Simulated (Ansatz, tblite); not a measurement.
Forces on the cluster TiSe2⁺ at its PBE0-D4/def2-TZVP geometry. Total charge 1; doublet.

The xTB rows come from tblite. The order of the spin states hangs on the level: the quartet lies 0.36 eV below the doublet at PBE0-D4/def2-TZVP, but 0.60 eV above it at PBE-D4/def2-TZVP. The structure comes from a short search, and lower isomers may exist.

GFN1-xTB (tblite), largest force 1.20 eV/Å:

```xyz
3
positions Å, forces eV/Å
Ti    0.765   -0.287    0.645    0.879   -0.334    0.741
Se   -0.647   -1.359   -0.678   -0.542   -0.426   -0.509
Se   -0.118    1.646    0.032   -0.337    0.760   -0.232
```

GFN2-xTB (tblite), largest force 2.83 eV/Å:

```
Ti 2.079 -0.785 1.754
Se -1.342 -1.334 -1.283
Se -0.738 2.119 -0.471
```

PBE-D4/def2-TZVP (Ansatz), largest force 0.57 eV/Å:

```
Ti 0.421 -0.161 0.355
Se -0.267 -0.247 -0.254
Se -0.154 0.407 -0.101
```
